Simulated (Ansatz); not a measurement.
Al₉N₈H₂₄⁻, a nanocrystal cut from zinc blende AlN (hydrogen-capped), relaxed as a singlet with RKS PBE-D4/def2-SVP in Ansatz, starting from the GFN2-xTB geometry. Force threshold 0.03 eV/Å.

Start:

```xyz
41

N    -2.333    1.413    2.126
N    -1.781    0.258   -1.704
N     3.044    0.708    0.467
N     1.289   -0.226   -2.018
N     0.070    1.117    0.395
N    -1.764   -1.291    0.894
N     1.213   -1.778    0.582
N    -0.716   -2.456   -1.664
Al   -1.102    2.436    0.985
Al    1.652    1.830    1.157
Al    0.020    1.106   -1.460
Al   -3.167   -0.178    1.484
Al   -2.156   -1.415   -0.925
Al    2.765    0.884   -1.401
Al    3.026   -1.156    0.640
Al    1.168   -1.947   -1.297
Al   -0.028   -0.519    1.273
H    -1.642    1.067    2.808
H    -2.943    2.049    2.638
H    -2.131    0.463   -2.640
H    -2.211    0.962   -1.089
H     3.938    1.099    0.772
H     1.400   -0.219   -3.036
H    -1.785   -2.182    1.397
H     1.156   -2.643    1.129
H    -0.798   -2.463   -2.680
H    -0.783   -3.435   -1.387
H    -2.000    2.999   -0.198
H    -0.534    3.457    2.035
H     1.945    3.313    0.698
H     1.598    1.579    2.723
H    -0.293    2.275   -2.434
H    -4.074    0.209    0.237
H    -3.864   -0.849    2.722
H    -3.437   -2.170   -1.339
H     2.115    2.310   -1.732
H     4.064    0.566   -2.221
H     3.604   -1.754   -0.748
H     3.686   -1.656    1.969
H     1.789   -3.181   -2.003
H     0.004   -0.583    2.844
```

```json
{"step": "1", "energy (eV)": "-71630.5815", "largest force component (eV/Å)": "1.192", "SCF passes": "22"}
{"step": "2", "energy (eV)": "-71631.5111", "largest force component (eV/Å)": "0.389", "SCF passes": "20"}
{"step": "3", "energy (eV)": "-71631.6783", "largest force component (eV/Å)": "0.419", "SCF passes": "20"}
{"step": "4", "energy (eV)": "-71631.7074", "largest force component (eV/Å)": "0.223", "SCF passes": "21"}
{"step": "5", "energy (eV)": "-71631.7254", "largest force component (eV/Å)": "0.157", "SCF passes": "20"}
{"step": "6", "energy (eV)": "-71631.7353", "largest force component (eV/Å)": "0.096", "SCF passes": "21"}
{"step": "7", "energy (eV)": "-71631.7548", "largest force component (eV/Å)": "0.055", "SCF passes": "20"}
{"step": "8", "energy (eV)": "-71631.7689", "largest force component (eV/Å)": "0.107", "SCF passes": "20"}
{"step": "9", "energy (eV)": "-71631.7795", "largest force component (eV/Å)": "0.144", "SCF passes": "20"}
{"step": "10", "energy (eV)": "-71631.7903", "largest force component (eV/Å)": "0.157", "SCF passes": "20"}
{"step": "11", "energy (eV)": "-71631.8069", "largest force component (eV/Å)": "0.196", "SCF passes": "20"}
{"step": "12", "energy (eV)": "-71631.8182", "largest force component (eV/Å)": "0.237", "SCF passes": "20"}
{"step": "13", "energy (eV)": "-71631.8258", "largest force component (eV/Å)": "0.229", "SCF passes": "20"}
{"step": "14", "energy (eV)": "-71631.8338", "largest force component (eV/Å)": "0.017", "SCF passes": "21"}
{"step": "15", "energy (eV)": "-71631.8348", "largest force component (eV/Å)": "0.015", "SCF passes": "21"}
{"step": "16", "energy (eV)": "-71631.8352", "largest force component (eV/Å)": "0.016", "SCF passes": "21"}
```

Force components are those of the run's own axes.

End:

Cartesian coordinates in Å:
```
N -2.3401 1.2422 2.4587
N -1.8760 0.3832 -1.7243
N 3.0939 0.6941 0.2100
N 1.2305 -0.0333 -2.0710
N 0.0621 1.1657 0.5046
N -1.8349 -1.2845 0.7955
N 1.2540 -1.6795 0.4446
N -0.7302 -2.4030 -1.8321
Al -1.2817 2.3544 1.1806
Al 1.8020 1.9350 1.0245
Al -0.0766 1.1987 -1.3775
Al -3.2620 -0.3047 1.6888
Al -2.2116 -1.3858 -1.0513
Al 3.0590 0.6967 -1.7265
Al 3.0805 -1.0835 0.9778
Al 1.1447 -1.8230 -1.4455
Al -0.0718 -0.5564 1.2814
H -1.7158 0.9394 3.2257
H -3.0254 1.8747 2.8997
H -2.1164 0.4959 -2.7199
H -2.4911 1.0661 -1.2339
H 4.0134 1.0993 0.4642
H 1.1893 -0.0134 -3.1042
H -1.8630 -2.2243 1.2249
H 1.1953 -2.6202 0.8711
H -0.8300 -2.4605 -2.8584
H -0.8100 -3.3902 -1.5393
H -2.3706 2.6483 -0.0054
H -0.7558 3.6268 2.0173
H 1.9676 3.3842 0.3186
H 1.9406 1.8709 2.6389
H -0.1079 2.5747 -2.2001
H -4.2468 0.2647 0.5300
H -3.9202 -1.2120 2.8557
H -3.5821 -2.0797 -1.5317
H 3.1259 2.1839 -2.3606
H 4.0974 -0.3762 -2.3637
H 4.1238 -2.0810 0.2366
H 3.1585 -1.0839 2.5941
H 2.0143 -2.9502 -2.1903
H -0.0326 -0.6537 2.8923
```

By distances, no bond broke or formed. The bond that changes most is N7–Al15, from 1.92 to 1.99 Å (atoms count from 1).

The force fell under the threshold at step 14, but the optimiser went on. No frequencies were taken in this run, so the end may be a saddle point.

It took 63 s on 2 threads of AMD EPYC 7R13 on a shared host and a share (18 GiB) of an NVIDIA H100 80GB HBM3, peak host memory 1.1 GiB.
